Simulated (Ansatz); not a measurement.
All numbers were calculated with Ansatz.

Basis-set series for C₄H₃F₇, SMILES `FC(F)C(F)(C(F)F)C(F)F`. Charge 0, multiplicity 1. The structure was optimised at the PBE0-D4/def2-TZVP level. It is one conformer, not always the lowest.

Cartesian coordinates in Å:
```
F 2.185 0.626 0.543
C 1.378 -0.419 0.231
F 1.653 -1.411 1.087
C -0.089 0.017 0.384
F -0.381 0.108 1.711
C -1.039 -0.984 -0.297
F -2.272 -0.857 0.212
F -0.628 -2.252 -0.080
C -0.263 1.414 -0.221
F -1.557 1.773 -0.228
F 0.167 1.379 -1.509
H 1.609 -0.740 -0.788
H -1.075 -0.815 -1.378
H 0.312 2.160 0.331
```

| functional | basis | functions | energy (Eh) | HOMO (eV) | LUMO (eV) |
| --- | --- | --- | --- | --- | --- |
| PBE0-D4 | def2-SVP | 169 | -851.63764 | -9.87 | 1.00 |
| PBE0-D4 | def2-TZVPP | 383 | -852.65848 | -10.01 | 0.52 |
| ωB97M-V | def2-SVP | 169 | -852.23591 | -12.24 | 3.16 |
| ωB97M-V | def2-TZVPP | 383 | -853.27899 | -12.41 | 2.47 |

Task: Give the rows for def2-QZVPP. (Estimate.)

Result: The calculation gave: 
| functional | basis | functions | energy (Eh) | HOMO (eV) | LUMO (eV) |
| --- | --- | --- | --- | --- | --- |
| PBE0-D4 | def2-QZVPP | 717 | -852.70091 | -10.06 | 0.29 |
| ωB97M-V | def2-QZVPP | 717 | -853.31890 | -12.46 | 1.71 |

Positive LUMOs are unbound and depend on the basis.
